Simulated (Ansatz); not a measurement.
Ansatz (an electronic-structure program) input (B3LYP-D3(BJ)/def2-TZVP):

Ansatz 0.2 input:
```yaml
crystal:
  periodic: [false, false, false]
  atoms:
    - {symbol: C, position_ang: [-2.33940638, -0.19896467, 0.00707298]}
    - {symbol: C, position_ang: [-1.04142932, 0.21915911, 0.06988788]}
    - {symbol: C, position_ang: [0.15191927, -0.51386040, -0.11470472]}
    - {symbol: C, position_ang: [1.41580073, 0.05657221, -0.01812593]}
    - {symbol: N, position_ang: [2.48809721, 0.52295882, 0.06000096]}
    - {symbol: H, position_ang: [-3.15695068, 0.49041244, 0.17413273]}
    - {symbol: H, position_ang: [-2.59840437, -1.23043960, -0.21106744]}
    - {symbol: H, position_ang: [-0.88897031, 1.27545564, 0.29569869]}
    - {symbol: H, position_ang: [0.10633907, -1.57357774, -0.34355194]}
basis:
  gaussian:
    orbitals: def2-TZVP
hamiltonian:
  xc: b3lyp
  dispersion: d3bj
total_charge: -1
phonons: {temperatures: {t_min: 298.15, t_max: 298.15, t_step: 100}}
```

Output:

```
Functional definition: B3LYP
integrals: 0.07 GiB planned
1051 factors; their error is unknown
mean field: 0.77 GiB planned
mean field evaluation 1: about -5698.5869 eV, gradient 5.3e1 eV
mean field evaluation 2: about -5692.6567 eV, gradient 7.3e1 eV
mean field evaluation 4: about -5705.0025 eV, gradient 4.9e0 eV
mean field evaluation 8: about -5705.0558 eV, gradient 2.2e-1 eV
mean field evaluation 16: about -5705.0535 eV, gradient 3.4e-4 eV
mean field -5705.05353962 eV, -209.6568505567 hartree, gradient 5.8e-5 eV, S^2 0.000000; 0 other end points of the search recorded, 0 dependent functions left out
the calculation of the forces begins
reference -5705.05380177 eV, -209.6568601907 hartree; 18, 18 occupied and 161, 161 virtual orbitals, 1051 factors
these checks for a lower state are left out or cut short: stability, starts, cluster_reference, orbital_swaps, neighbouring_geometries, increment
integrals: 0.07 GiB planned
1051 factors; their error is unknown
mean field: 0.77 GiB planned
mean field -5705.05335278 eV, -209.6568436906 hartree, gradient 2.9e-6 eV, S^2 0.000000; 0 other end points of the search recorded, 0 dependent functions left out
the calculation of the forces begins
reference -5705.05361490 eV, -209.6568533235 hartree; 18, 18 occupied and 161, 161 virtual orbitals, 1051 factors
these checks for a lower state are left out or cut short: stability, starts, cluster_reference, orbital_swaps, neighbouring_geometries, increment
integrals: 0.07 GiB planned
1051 factors; their error is unknown
mean field: 0.77 GiB planned
mean field evaluation 32: about -5705.0534 eV, gradient 2.7e-4 eV
mean field -5705.05334891 eV, -209.6568435485 hartree, gradient 3.0e-6 eV, S^2 0.000000; 0 other end points of the search recorded, 0 dependent functions left out
the calculation of the forces begins
reference -5705.05361109 eV, -209.6568531835 hartree; 18, 18 occupied and 161, 161 virtual orbitals, 1051 factors
these checks for a lower state are left out or cut short: stability, starts, cluster_reference, orbital_swaps, neighbouring_geometries, increment
integrals: 0.07 GiB planned
1051 factors; their error is unknown
mean field: 0.77 GiB planned
mean field -5705.05338783 eV, -209.6568449786 hartree, gradient 2.9e-6 eV, S^2 0.000000; 0 other end points of the search recorded, 0 dependent functions left out
the calculation of the forces begins
reference -5705.05364998 eV, -209.6568546125 hartree; 18, 18 occupied and 161, 161 virtual orbitals, 1051 factors
these checks for a lower state are left out or cut short: stability, starts, cluster_reference, orbital_swaps, neighbouring_geometries, increment
integrals: 0.07 GiB planned
1051 factors; their error is unknown
mean field: 0.77 GiB planned
mean field -5705.05345842 eV, -209.6568475727 hartree, gradient 3.0e-6 eV, S^2 0.000000; 0 other end points of the search recorded, 0 dependent functions left out
the calculation of the forces begins
reference -5705.05372057 eV, -209.6568572068 hartree; 18, 18 occupied and 161, 161 virtual orbitals, 1051 factors
these checks for a lower state are left out or cut short: stability, starts, cluster_reference, orbital_swaps, neighbouring_geometries, increment
integrals: 0.07 GiB planned
1051 factors; their error is unknown
mean field: 0.77 GiB planned
mean field -5705.05335379 eV, -209.6568437278 hartree, gradient 3.0e-6 eV, S^2 0.000000; 0 other end points of the search recorded, 0 dependent functions left out
the calculation of the forces begins
reference -5705.05361597 eV, -209.6568533627 hartree; 18, 18 occupied and 161, 161 virtual orbitals, 1051 factors
these checks for a lower state are left out or cut short: stability, starts, cluster_reference, orbital_swaps, neighbouring_geometries, increment
integrals: 0.07 GiB planned
[...]
integrals: 0.07 GiB planned
1051 factors; their error is unknown
mean field: 0.77 GiB planned
mean field evaluation 192: about -5705.0535 eV, gradient 1.8e-6 eV
mean field -5705.05348935 eV, -209.6568487095 hartree, gradient 2.9e-6 eV, S^2 0.000000; 0 other end points of the search recorded, 0 dependent functions left out
the calculation of the forces begins
reference -5705.05375149 eV, -209.6568583431 hartree; 18, 18 occupied and 161, 161 virtual orbitals, 1051 factors
these checks for a lower state are left out or cut short: stability, starts, cluster_reference, orbital_swaps, neighbouring_geometries, increment
integrals: 0.07 GiB planned
1051 factors; their error is unknown
mean field: 0.77 GiB planned
mean field -5705.05351831 eV, -209.6568497739 hartree, gradient 3.0e-6 eV, S^2 0.000000; 0 other end points of the search recorded, 0 dependent functions left out
the calculation of the forces begins
reference -5705.05378048 eV, -209.6568594083 hartree; 18, 18 occupied and 161, 161 virtual orbitals, 1051 factors
these checks for a lower state are left out or cut short: stability, starts, cluster_reference, orbital_swaps, neighbouring_geometries, increment
integrals: 0.07 GiB planned
1051 factors; their error is unknown
mean field: 0.77 GiB planned
mean field -5705.05342908 eV, -209.6568464948 hartree, gradient 2.9e-6 eV, S^2 0.000000; 0 other end points of the search recorded, 0 dependent functions left out
the calculation of the forces begins
reference -5705.05369122 eV, -209.6568561282 hartree; 18, 18 occupied and 161, 161 virtual orbitals, 1051 factors
these checks for a lower state are left out or cut short: stability, starts, cluster_reference, orbital_swaps, neighbouring_geometries, increment
integrals: 0.07 GiB planned
1051 factors; their error is unknown
mean field: 0.77 GiB planned
mean field -5705.05344959 eV, -209.6568472484 hartree, gradient 3.0e-6 eV, S^2 0.000000; 0 other end points of the search recorded, 0 dependent functions left out
the calculation of the forces begins
reference -5705.05371176 eV, -209.6568568830 hartree; 18, 18 occupied and 161, 161 virtual orbitals, 1051 factors
these checks for a lower state are left out or cut short: stability, starts, cluster_reference, orbital_swaps, neighbouring_geometries, increment
integrals: 0.07 GiB planned
1051 factors; their error is unknown
mean field: 0.77 GiB planned
mean field -5705.05350927 eV, -209.6568494414 hartree, gradient 2.9e-6 eV, S^2 0.000000; 0 other end points of the search recorded, 0 dependent functions left out
the calculation of the forces begins
reference -5705.05377141 eV, -209.6568590749 hartree; 18, 18 occupied and 161, 161 virtual orbitals, 1051 factors
these checks for a lower state are left out or cut short: stability, starts, cluster_reference, orbital_swaps, neighbouring_geometries, increment
integrals: 0.07 GiB planned
1051 factors; their error is unknown
mean field: 0.77 GiB planned
mean field evaluation 224: about -5705.0582 eV, gradient 4.8e-1 eV
mean field -5705.05354517 eV, -209.6568507608 hartree, gradient 3.0e-6 eV, S^2 0.000000; 0 other end points of the search recorded, 0 dependent functions left out
the calculation of the forces begins
reference -5705.05380734 eV, -209.6568603954 hartree; 18, 18 occupied and 161, 161 virtual orbitals, 1051 factors
these checks for a lower state are left out or cut short: stability, starts, cluster_reference, orbital_swaps, neighbouring_geometries, increment
integrals: 0.07 GiB planned
1051 factors; their error is unknown
mean field: 0.77 GiB planned
mean field -5705.05345849 eV, -209.6568475754 hartree, gradient 3.0e-6 eV, S^2 0.000000; 0 other end points of the search recorded, 0 dependent functions left out
the calculation of the forces begins
reference -5705.05372068 eV, -209.6568572105 hartree; 18, 18 occupied and 161, 161 virtual orbitals, 1051 factors
these checks for a lower state are left out or cut short: stability, starts, cluster_reference, orbital_swaps, neighbouring_geometries, increment
integrals: 0.07 GiB planned
1051 factors; their error is unknown
mean field: 0.77 GiB planned
mean field -5705.05342015 eV, -209.6568461663 hartree, gradient 2.9e-6 eV, S^2 0.000000; 0 other end points of the search recorded, 0 dependent functions left out
the calculation of the forces begins
reference -5705.05368227 eV, -209.6568557991 hartree; 18, 18 occupied and 161, 161 virtual orbitals, 1051 factors
these checks for a lower state are left out or cut short: stability, starts, cluster_reference, orbital_swaps, neighbouring_geometries, increment
integrals: 0.07 GiB planned
1051 factors; their error is unknown
mean field: 0.77 GiB planned
mean field -5705.05351609 eV, -209.6568496920 hartree, gradient 2.9e-6 eV, S^2 0.000000; 0 other end points of the search recorded, 0 dependent functions left out
the calculation of the forces begins
reference -5705.05377824 eV, -209.6568593259 hartree; 18, 18 occupied and 161, 161 virtual orbitals, 1051 factors
these checks for a lower state are left out or cut short: stability, starts, cluster_reference, orbital_swaps, neighbouring_geometries, increment
integrals: 0.07 GiB planned
1051 factors; their error is unknown
mean field: 0.77 GiB planned
mean field evaluation 256: about -5705.0532 eV, gradient 4.8e-1 eV
mean field -5705.05353511 eV, -209.6568503910 hartree, gradient 2.9e-6 eV, S^2 0.000000; 0 other end points of the search recorded, 0 dependent functions left out
the calculation of the forces begins
reference -5705.05379726 eV, -209.6568600251 hartree; 18, 18 occupied and 161, 161 virtual orbitals, 1051 factors
these checks for a lower state are left out or cut short: stability, starts, cluster_reference, orbital_swaps, neighbouring_geometries, increment
integrals: 0.07 GiB planned
1051 factors; their error is unknown
mean field: 0.77 GiB planned
mean field -5705.05341131 eV, -209.6568458414 hartree, gradient 3.0e-6 eV, S^2 0.000000; 0 other end points of the search recorded, 0 dependent functions left out
the calculation of the forces begins
reference -5705.05367345 eV, -209.6568554751 hartree; 18, 18 occupied and 161, 161 virtual orbitals, 1051 factors
these checks for a lower state are left out or cut short: stability, starts, cluster_reference, orbital_swaps, neighbouring_geometries, increment
integrals: 0.07 GiB planned
1051 factors; their error is unknown
mean field: 0.77 GiB planned
mean field -5705.05345735 eV, -209.6568475333 hartree, gradient 2.9e-6 eV, S^2 0.000000; 0 other end points of the search recorded, 0 dependent functions left out
the calculation of the forces begins
reference -5705.05371951 eV, -209.6568571677 hartree; 18, 18 occupied and 161, 161 virtual orbitals, 1051 factors
these checks for a lower state are left out or cut short: stability, starts, cluster_reference, orbital_swaps, neighbouring_geometries, increment
integrals: 0.07 GiB planned
1051 factors; their error is unknown
mean field: 0.77 GiB planned
mean field -5705.05353610 eV, -209.6568504275 hartree, gradient 2.9e-6 eV, S^2 0.000000; 0 other end points of the search recorded, 0 dependent functions left out
the calculation of the forces begins
reference -5705.05379827 eV, -209.6568600621 hartree; 18, 18 occupied and 161, 161 virtual orbitals, 1051 factors
these checks for a lower state are left out or cut short: stability, starts, cluster_reference, orbital_swaps, neighbouring_geometries, increment
integrals: 0.07 GiB planned
1051 factors; their error is unknown
mean field: 0.77 GiB planned
mean field evaluation 288: about -5705.0535 eV, gradient 5.8e-3 eV
mean field -5705.05352356 eV, -209.6568499665 hartree, gradient 3.0e-6 eV, S^2 0.000000; 0 other end points of the search recorded, 0 dependent functions left out
the calculation of the forces begins
reference -5705.05378569 eV, -209.6568595999 hartree; 18, 18 occupied and 161, 161 virtual orbitals, 1051 factors
Total energy: -5705.34761979 eV, -209.6676578037 hartree
Atom 0 at    -2.339406    -0.198965     0.007073 Å, force     0.000005    -0.000059    -0.000013 eV/Å
Atom 1 at    -1.041429     0.219159     0.069888 Å, force     0.000224     0.000131     0.000024 eV/Å
Atom 2 at     0.151919    -0.513860    -0.114705 Å, force    -0.000293    -0.000339    -0.000067 eV/Å
Atom 3 at     1.415801     0.056572    -0.018126 Å, force     0.000009     0.000172     0.000037 eV/Å
Atom 4 at     2.488097     0.522959     0.060001 Å, force     0.000038    -0.000045    -0.000011 eV/Å
Atom 5 at    -3.156951     0.490412     0.174133 Å, force     0.000118    -0.000030    -0.000009 eV/Å
Atom 6 at    -2.598404    -1.230440    -0.211067 Å, force    -0.000091    -0.000043    -0.000007 eV/Å
Atom 7 at    -0.888970     1.275456     0.295699 Å, force     0.000003    -0.000102    -0.000022 eV/Å
Atom 8 at     0.106339    -1.573578    -0.343552 Å, force    -0.000013     0.000315     0.000069 eV/Å
Dipole moment:    -0.536795    -0.151654    -0.021366 e Å
Vibrations: 146.55 186.85 417.64 518.24 566.35 588.29 596.38 694.41 923.77 989.22 1102.25 1234.19 1292.12 1318.39 1472.63 1608.23 2192.58 3075.96 3111.07 3132.16 3189.39 cm⁻¹, zero-point energy 1.757890 eV
```

It need not be the lowest isomer of its formula. Whether it binds its extra electron was not tested at this geometry.
